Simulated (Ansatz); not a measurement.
`FC(F)(F)C(F)(F)C(F)(F)C(F)(F)C(F)(F)C(F)(F)C(F)(F)C(F)(F)C(F)(F)C(F)(F)CC[S][Au]` was relaxed with PBE-D4 (def2-SVP) in Ansatz in these states: charge -1 doublet, neutral singlet. The geometries follow in no particular order.

In the def2 sets Au takes a core potential; there is no spin–orbit coupling. Single mean-field runs in def2-SVP are fitted with def2-universal-jkfit.

A:

Cartesian coordinates in Å:
```
F -2.255 3.765 4.599
C -3.328 3.746 3.794
F -3.994 2.594 3.963
F -4.132 4.765 4.131
C -2.896 3.925 2.302
F -2.002 4.939 2.245
F -4.003 4.269 1.600
C -2.293 2.685 1.547
F -3.248 1.732 1.450
F -1.991 3.140 0.304
C -1.012 2.049 2.162
F -0.054 2.994 2.269
F -1.327 1.593 3.404
C -0.410 0.796 1.415
F 0.700 0.464 2.123
F -1.306 -0.212 1.500
C -0.003 0.980 -0.088
F 0.571 2.191 -0.255
F -1.127 0.899 -0.841
C 1.013 -0.120 -0.567
F 0.627 -1.315 -0.038
F 2.237 0.205 -0.107
C 1.057 -0.270 -2.125
F -0.077 -0.905 -2.523
F 1.074 0.972 -2.669
C 2.285 -1.041 -2.730
F 2.036 -1.121 -4.068
F 3.388 -0.282 -2.543
C 2.577 -2.487 -2.209
F 2.985 -2.360 -0.913
F 3.659 -2.919 -2.932
C 1.426 -3.469 -2.369
C 1.772 -4.932 -2.090
S 2.242 -5.389 -0.377
Au 0.541 -4.554 0.885
H 0.589 -3.149 -1.718
H 1.079 -3.378 -3.419
H 2.668 -5.231 -2.677
H 0.932 -5.569 -2.431
```

B:

```xyz
39

F    -1.398   -1.278    6.091
C    -1.444   -2.513    5.570
F    -0.198   -2.987    5.427
F    -2.109   -3.306    6.431
C    -2.208   -2.513    4.208
F    -3.335   -1.779    4.369
F    -2.558   -3.800    3.951
C    -1.458   -2.017    2.917
F    -0.440   -2.871    2.668
F    -2.378   -2.116    1.924
C    -0.909   -0.562    2.955
F    -1.933    0.283    3.222
F    -0.013   -0.493    3.980
C    -0.122   -0.051    1.686
F     0.192    1.237    1.976
F     1.004   -0.780    1.582
C    -0.889   -0.087    0.320
F    -2.177    0.289    0.531
F    -0.868   -1.364   -0.135
C    -0.254    0.869   -0.754
F     1.087    0.775   -0.670
F    -0.654    2.131   -0.461
C    -0.699    0.512   -2.212
F    -0.077   -0.630   -2.587
F    -2.045    0.277   -2.191
C    -0.459    1.600   -3.315
F    -0.863    1.017   -4.484
F    -1.300    2.636   -3.056
C     0.990    2.155   -3.510
F     1.273    2.876   -2.389
F     0.863    3.066   -4.543
C     2.034    1.115   -3.854
C     3.433    1.672   -4.168
S     4.410    2.190   -2.707
Au    4.418    0.060   -1.445
H     2.137    0.395   -3.015
H     1.627    0.564   -4.731
H     3.343    2.545   -4.852
H     3.975    0.882   -4.731
```

Question: Judge from the bond lengths which geometry belongs to which state (an estimate).

Answer: A is the neutral singlet (S34–Au35 2.277 Å, C20–F21 1.362 Å, C29–F31 1.371 Å); B is the charge -1 doublet (S34–Au35 2.476 Å, C20–F21 1.347 Å, C29–F31 1.384 Å).

At PBE-D4/def2-SVP the highest occupied level of the relaxed charge -1 doublet lies above zero (up to 0.76 eV). By energy differences its removal costs 1.56 eV (each at its own geometry, to the charge 0 singlet, at PBE-D4/def2-SVP); self-interaction error and the lack of diffuse functions both raise the level.
